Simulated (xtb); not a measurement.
C₆H₁₃BO₂, charge -1, doublet, at a GFN2-xTB geometry (a state made from the parent by changing its charge; the spin is typed, not shown lowest). Base run: GFN0-xTB in xtb.

Geometry (Å):
```xyz
22

C     -1.7744    -0.0319     0.9149
C     -0.7512    -0.1272    -0.2451
C     -1.1062    -1.3649    -1.0869
O     -0.8250     1.0163    -1.0169
B      0.1858     2.0305    -0.4401
O      0.9621     1.2089     0.5902
C      0.7103    -0.1288     0.3250
C      0.8959    -0.9717     1.5972
C      1.7004    -0.6496    -0.7430
H     -2.7519     0.2085     0.4970
H     -1.4741     0.7792     1.5731
H     -1.8448    -0.9641     1.4753
H     -2.1654    -1.3331    -1.3420
H     -0.5377    -1.3698    -2.0126
H     -0.9055    -2.2830    -0.5332
H      0.9117     2.4403    -1.3557
H      0.3636    -0.5247     2.4321
H      1.9549    -1.0074     1.8529
H      0.5383    -1.9907     1.4435
H      1.5205    -0.1083    -1.6677
H      2.7164    -0.4341    -0.4114
H      1.5987    -1.7223    -0.9097
```
Charge -1, spin multiplicity 2.
All else is at xtb's defaults.
Base energy -29.17302 Eh.

Each row names what was changed in the base input (with any setting that the change needs).

```
change         ΔE vs base (kcal/mol)
-------------  ---------------------
base                           0.000
acc = 1000                     0.000
etemp = 10000                 -20.05
etemp = 3000                  -0.041
file = coord                   0.000
etemp = 1000                   0.000
```
